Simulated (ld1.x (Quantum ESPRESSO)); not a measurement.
# What one change does to a pseudopotential (technetium, TM)

- Element: technetium (Tc)
- Generator: ld1.x (Quantum ESPRESSO) 7.5
- Type: norm-conserving Troullier–Martins (Kleinman–Bylander form)
- Functional: PW91
- Relativity: fully relativistic
- Frozen core: [Kr]
- Valence charge: 7
- Reference configuration: 4d6 5s1 5p0
- Partial waves: 5p (bound, empty): rc 4.20 bohr; 4d (bound): rc 2.05 bohr; 4f channel at 0.1 Ry: rc 4.30 bohr; 5s (bound): rc 2.85 bohr
- Local potential: the s channel
- Core correction: a·sin(br)/r model core inside 1.15 bohr

Open shells are filled in proportion to 2j + 1 (rel_dist='average').

All-electron outer shells of the reference configuration (PW91, scalar-relativistic, ld1.x):

```
shell  level (eV)  outermost node (bohr)  outermost maximum (bohr)
   4s      -70.39                   0.50                      0.95
   4p      -42.50                   0.51                      1.03
   4d       -4.52                   0.50                      1.29
   5s       -4.22                   1.29                      2.83
   5p       -1.03                   1.47                      4.01
```

Change: core correction a·sin(br)/r model core inside 2.16 bohr.

Cutoffs: the cutoffs (Ry, on a coarse ladder) from which the occupation-weighted sum of valence levels, in a spherical-Bessel basis at the reference potential, stays within 10 and 1 mRy of its value at 400 Ry; they do not see the model core or the augmentation charge, which bear on the density cutoff. Errors are all-electron minus pseudo energies relative to the spin-unpolarised reference configuration.

**Question.** What does the change do?

**Answer.** The potential gets neither clearly harder nor softer (40 Ry and 50 Ry → 40 Ry and 50 Ry); of the 7 tests that both files solve, the error grows in 0 and shrinks in 2 by more than 15 % and 0.3 meV (median size 112.5 → 93.5 meV); neither file shows a bound ghost. A wider model core is smoother and lowers the density cutoff, which this test does not measure.

| quantity | base | changed |
| --- | --- | --- |
| cutoff, loose | 40 Ry | 40 Ry |
| cutoff, tight | 50 Ry | 50 Ry |
| bound ghosts | none | none |
| error for 4d5 5s2 5p0, meV [ΔE 0.93 eV] | -112 | -92 |
| error for 4d5 5s1 5p0, meV [ΔE 9.15 eV] | -90 | -78 |
| error for 4d5 5s0 5p0, meV [ΔE 24.07 eV] | -122 | -114 |
| error for 4d4 5s0 5p0, meV [ΔE 52.84 eV] | -654 | -564 |
| error for 4d5 5s1 5p1, meV [ΔE 4.71 eV] | -109 | -93 |
| error for 4d5 5s0 5p1, meV [ΔE 13.75 eV] | -90 | -80 |
| error for 4d4 5s2 5p0, meV [ΔE 12.63 eV] | -477 | -376 |
| s: phases at 4.63 bohr within 0.05 rad from the reference energy up to (Ry; the scan ends near 5) | 0.7 | 0.7 |
| p1/2: phases at 4.63 bohr within 0.05 rad from the reference energy up to (Ry; the scan ends near 5) | 1.0 | 1.0 |
| p3/2: phases at 4.63 bohr within 0.05 rad from the reference energy up to (Ry; the scan ends near 5) | 1.0 | 1.0 |
| d3/2: phases at 4.63 bohr within 0.05 rad from the reference energy up to (Ry; the scan ends near 5) | 0.3 | 0.3 |
| d5/2: phases at 4.63 bohr within 0.05 rad from the reference energy up to (Ry; the scan ends near 5) | 0.3 | 0.3 |
| f5/2: phases at 4.63 bohr within 0.05 rad from the reference energy up to (Ry; the scan ends near 5) | 1.7 | 1.7 |
| f7/2: phases at 4.63 bohr within 0.05 rad from the reference energy up to (Ry; the scan ends near 5) | 1.7 | 1.7 |
